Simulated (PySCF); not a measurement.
Geometries of 4 isomers of C3H8FNSi, from PBE0-D3(BJ)/def2-SVP geometry optimisation, gas phase (PySCF). One conformer each, no zero-point energy, no frequencies.

Question: Which is lowest in electronic energy at this level?
A.
```xyz
14
angstrom
F      0.766    1.987    1.655
Si     0.311    1.396    0.201
C      1.096   -0.264   -0.163
C      0.017   -1.230    0.354
C     -1.365   -0.662    0.013
N     -1.288    0.779    0.189
H      0.555    2.534   -0.726
H      1.234   -0.371   -1.253
H      2.074   -0.425    0.312
H      0.132   -2.247   -0.053
H      0.105   -1.312    1.450
H     -1.637   -0.932   -1.028
H     -2.133   -1.112    0.666
H     -2.155    1.296    0.156
```
B.
```xyz
14
angstrom
C     -1.579    0.773   -1.078
C     -1.012   -0.062   -0.198
C     -1.762   -1.248    0.327
F     -3.035   -1.328   -0.173
Si     0.749    0.231    0.394
N      1.843   -0.355   -0.814
H     -2.600    0.607   -1.437
H     -1.046    1.646   -1.466
H     -1.822   -1.204    1.430
H     -1.231   -2.185    0.071
H      0.870   -0.420    1.746
H      1.001    1.692    0.580
H      1.628   -1.223   -1.293
H      2.843   -0.256   -0.685
```
C.
```xyz
14
angstrom
F     -1.162    0.365    1.515
C     -1.155    0.328    0.130
C     -0.576   -1.010   -0.316
N      0.864   -0.910   -0.215
Si     1.473    0.710   -0.132
C     -0.253    1.455   -0.360
H     -2.201    0.438   -0.204
H     -0.990   -1.794    0.342
H     -0.928   -1.229   -1.345
H      1.389   -1.773   -0.233
H      2.421    1.075   -1.234
H      2.151    1.069    1.154
H     -0.424    1.641   -1.433
H     -0.470    2.383    0.186
```
D.
```xyz
14
angstrom
F     -3.431    0.006    0.423
C     -2.524    0.316   -0.561
C     -1.268   -0.517   -0.392
C     -0.568   -0.256    0.915
N      0.656   -0.018    1.115
Si     2.041    0.121    0.064
H     -2.295    1.394   -0.496
H     -2.988    0.119   -1.542
H     -1.564   -1.582   -0.414
H     -0.590   -0.347   -1.243
H     -1.247   -0.286    1.791
H      3.035   -0.899    0.509
H      2.605    1.487    0.259
H      1.798   -0.076   -1.407
```

Answer: A. That is `F[Si@H]1CCCN1`, 47.0 kcal/mol below the next.

```tsv
SMILES	atoms numbered as above	E (Eh)	relative (kcal/mol)	relative (kJ/mol)	dipole (D)
F[Si@H]1CCCN1	[F:1][Si@H:2]1[CH2:3][CH2:4][CH2:5][NH:6]1	-562.60647	0.0	0.0	2.23
F[C@@H]1CN[SiH2]C1	[F:1][C@@H:2]1[CH2:3][NH:4][SiH2:5][CH2:6]1	-562.53160	47.0	196.6	1.89
C=C(CF)[SiH2]N	[CH2:1]=[C:2]([CH2:3][F:4])[SiH2:5][NH2:6]	-562.49908	67.4	281.9	2.15
FCC/C=N\[SiH3]	[F:1][CH2:2][CH2:3]/[CH:4]=[N:5]\[SiH3:6]	-562.48499	76.2	318.9	2.26
```

As drawn, the lowest has an N–H bond, an Si–F bond and an Si–C bond, which the highest lacks; the highest has a C=N bond, which the lowest lacks.
